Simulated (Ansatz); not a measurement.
Cartesian coordinates in Å:
```
B -0.6096 -1.1310 -1.1017
C 0.1319 -0.5913 0.1228
C -0.4947 -0.7418 1.5058
Si 0.1121 1.2347 -0.4553
S 1.8960 1.8220 -1.4667
H -0.0432 -1.2476 -2.1512
H -1.7881 -1.3472 -1.0493
H 1.2037 -0.8183 0.1123
H -1.5525 -0.4677 1.4914
H -0.4376 -1.7808 1.8400
H -0.0027 -0.1240 2.2616
H -0.1460 2.0715 0.7452
H -0.9615 1.4937 -1.4535
H 2.6922 1.6277 -0.4014
```

Charge 0, multiplicity 1.

**Question.** List the PBE0/def2-TZVPP orbital energies in eV (Ansatz). (Best estimate.)

**Answer.** The calculation gave: Occupied: -2422.47, -1803.35, -278.23, -278.12, -217.83, -184.39, -161.66, -161.58, -161.47, -145.62, -100.31, -100.26, -100.25, -21.66, -20.62, -17.94, -14.65, -13.95, -12.42, -11.93, -11.37, -11.07, -10.20, -9.50, -9.42, -9.07, -8.56, -7.47. Lowest empty: -1.22, 0.19, 0.44, 0.90, 1.44, 1.70, 2.03, 2.29.
